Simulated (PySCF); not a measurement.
C2H10AlNOSi (SMILES C[N](C)[AlH][O][SiH3]), singlet, geometry from GFN2-xTB (such geometries of metal compounds can be far from the true shape); DF-PBE/pcseg-0 (PySCF).

Here is a job for PySCF.
```python
from pyscf import gto, scf, dft

mol = gto.M(
    atom='''
Al   -0.34891956   -0.25525555    0.80852976
H    -0.98614092   -0.87037537    2.04145665
N     0.37009676    1.38589811    0.96743583
C     0.31451998    2.04521449    2.25587985
C     1.02746062    2.18443037   -0.04895272
H     1.31888310    2.26298344    2.63842372
H    -0.24110085    2.98895357    2.19970432
H    -0.19204769    1.38332608    2.96179497
H     0.50405566    3.13604347   -0.20545932
H     2.06376444    2.40979597    0.23257180
H     1.03221837    1.62872870   -0.98731533
O    -0.36696061   -1.15524392   -0.60081604
Si   -0.39137765   -2.04515465   -1.97224105
H     0.33087193   -1.28194516   -2.99182871
H    -1.79811502   -2.23308003   -2.32925863
H     0.27597623   -3.31114817   -1.66668718
''',
    basis='pcseg-0',
    verbose=4,
    max_memory=1800,
)

mf = dft.RKS(mol)
mf.xc = 'pbe'
mf = mf.density_fit(auxbasis='def2-universal-jkfit')
mf.kernel()
```

It wrote (shortened):

```
PySCF version 2.14.0

[INPUT] verbose = 4
[INPUT] num. atoms = 16
[INPUT] num. electrons = 64
[INPUT] charge = 0
[INPUT] spin (= nelec alpha-beta = 2S) = 0
[INPUT] symmetry False subgroup None
[INPUT] Mole.unit = angstrom
[INPUT] Symbol           X                Y                Z      unit          X                Y                Z       unit  Magmom
[INPUT]  1 Al    -0.348919560000  -0.255255550000   0.808529760000 AA   -0.659362407904  -0.482363081275   1.527899809960 Bohr   0.0
[INPUT]  2 H     -0.986140920000  -0.870375370000   2.041456650000 AA   -1.863536259027  -1.644771074867   3.857793963672 Bohr   0.0
[INPUT]  3 N      0.370096760000   1.385898110000   0.967435830000 AA    0.699381515989   2.618967864452   1.828188761791 Bohr   0.0
[INPUT]  4 C      0.314519980000   2.045214490000   2.255879850000 AA    0.594356622904   3.864895252092   4.262995086425 Bohr   0.0
[INPUT]  5 C      1.027460620000   2.184430370000  -0.048952720000 AA    1.941619175576   4.127975137482  -0.092507233853 Bohr   0.0
[INPUT]  6 H      1.318883100000   2.262983440000   2.638423720000 AA    2.492327849317   4.276418926026   4.985898231356 Bohr   0.0
[INPUT]  7 H     -0.241100850000   2.988953570000   2.199704320000 AA   -0.455614574900   5.648303646341   4.156838719823 Bohr   0.0
[INPUT]  8 H     -0.192047690000   1.383326080000   2.961794970000 AA   -0.362917536955   2.614107432168   5.596981330414 Bohr   0.0
[INPUT]  9 H      0.504055660000   3.136043470000  -0.205459320000 AA    0.952527148937   5.926263273031  -0.388261844539 Bohr   0.0
[INPUT] 10 H      2.063764440000   2.409795970000   0.232571800000 AA    3.899949577216   4.553854399381   0.439497006297 Bohr   0.0
[INPUT] 11 H      1.032218370000   1.628728700000  -0.987315330000 AA    1.950610020045   3.077851174219  -1.865755572285 Bohr   0.0
[INPUT] 12 O     -0.366960610000  -1.155243920000  -0.600816040000 AA   -0.693455051403  -2.183094615869  -1.135377766846 Bohr   0.0
[INPUT] 13 Si    -0.391377650000  -2.045154650000  -1.972241050000 AA   -0.739596569776  -3.864782170881  -3.726995436125 Bohr   0.0
[INPUT] 14 H      0.330871930000  -1.281945160000  -2.991828710000 AA    0.625257330006  -2.422525259112  -5.653736873511 Bohr   0.0
[INPUT] 15 H     -1.798115020000  -2.233080030000  -2.329258630000 AA   -3.397944928267  -4.219909670936  -4.401660883980 Bohr   0.0
[INPUT] 16 H      0.275976230000  -3.311148170000  -1.666687180000 AA    0.521519491590  -6.257163199155  -3.149582305524 Bohr   0.0

nuclear repulsion = 352.292774820152
number of shells = 22
number of NR pGTOs = 144
number of NR cGTOs = 82
basis = pcseg-0
ecp = {}

******** <class 'pyscf.df.df_jk.DFRKS'> ********
method = DFRKS
initial guess = minao
damping factor = 0
level_shift factor = 0
DIIS = <class 'pyscf.scf.diis.CDIIS'>
diis_start_cycle = 1
diis_space = 8
diis_damp = 0
SCF conv_tol = 1e-09
SCF conv_tol_grad = None
SCF max_cycles = 50
direct_scf = False
XC library pyscf.dft.libxc version 7.1.2
    S. Lehtola, C. Steigemann, M. J. T. Oliveira, and M. A. L. Marques,  SoftwareX 7, 1–5 (2018)
XC functionals = pbe
    J. P. Perdew, K. Burke, and M. Ernzerhof,  Phys. Rev. Lett. 77, 3865 (1996)
    J. P. Perdew, K. Burke, and M. Ernzerhof,  Phys. Rev. Lett. 78, 1396 (1997)
    J. P. Perdew, K. Burke, and M. Ernzerhof,  Phys. Rev. Lett. 77, 3865 (1996)
    J. P. Perdew, K. Burke, and M. Ernzerhof,  Phys. Rev. Lett. 78, 1396 (1997)
radial grids:
    Treutler-Ahlrichs [JCP 102, 346 (1995); DOI:10.1063/1.469408] (M4) radial grids

becke partition: Becke, JCP 88, 2547 (1988); DOI:10.1063/1.454033
pruning grids: <function nwchem_prune>
grids dens level: 3
symmetrized grids: False
atomic radii adjust function: <function treutler_atomic_radii_adjust>
small_rho_cutoff = 0
Set gradient conv threshold to 3.16228e-05
Initial guess from minao.
tot grids = 192664
init E= -742.587277383024
  HOMO = -0.268794049145939  LUMO = -0.0709193887115005  gap/eV = 5.38444
cycle= 1 E= -742.302253544188  delta_E= 0.285  |g|= 0.939  |ddm|= 3.86
  HOMO = -0.057619986419104  LUMO = 0.0113636087455182  gap/eV = 1.87714
cycle= 2 E= -741.248893241867  delta_E= 1.05  |g|= 2.35  |ddm|= 4.03
  HOMO = -0.163730630554793  LUMO = -0.0267611306428592  gap/eV = 3.72713
cycle= 3 E= -742.4564604149  delta_E= -1.21  |g|= 0.282  |ddm|= 3.43
  HOMO = -0.202250783653459  LUMO = -0.0165615278926029  gap/eV = 5.05286
cycle= 4 E= -742.464319399126  delta_E= -0.00786  |g|= 0.245  |ddm|= 0.61
  HOMO = -0.173387414924708  LUMO = -0.0136488334768154  gap/eV = 4.34671
cycle= 5 E= -742.477993850975  delta_E= -0.0137  |g|= 0.0582  |ddm|= 0.292
  HOMO = -0.177368858393208  LUMO = -0.0156632445800517  gap/eV = 4.40023
cycle= 6 E= -742.478795733434  delta_E= -0.000802  |g|= 0.0141  |ddm|= 0.0693
  HOMO = -0.177423045797516  LUMO = -0.0160902388750444  gap/eV = 4.39009
cycle= 7 E= -742.478844871857  delta_E= -4.91e-05  |g|= 0.00289  |ddm|= 0.0172
  HOMO = -0.177179507403765  LUMO = -0.0159640248049229  gap/eV = 4.38690
cycle= 8 E= -742.478847044914  delta_E= -2.17e-06  |g|= 0.000431  |ddm|= 0.00425
  HOMO = -0.177204344047141  LUMO = -0.0159940159463123  gap/eV = 4.38676
cycle= 9 E= -742.47884708896  delta_E= -4.4e-08  |g|= 0.000102  |ddm|= 0.00058
  HOMO = -0.177225243243074  LUMO = -0.0159970015184832  gap/eV = 4.38724
cycle= 10 E= -742.478847091668  delta_E= -2.71e-09  |g|= 4e-05  |ddm|= 0.000226
  HOMO = -0.177222298908128  LUMO = -0.0159967497866399  gap/eV = 4.38717
cycle= 11 E= -742.478847092094  delta_E= -4.26e-10  |g|= 1.43e-05  |ddm|= 5.72e-05
  HOMO = -0.177219160790267  LUMO = -0.0159967694352124  gap/eV = 4.38708
Extra cycle  E= -742.478847091998  delta_E= 9.62e-11  |g|= 2.46e-05  |ddm|= 3.97e-05
converged SCF energy = -742.478847091998
```
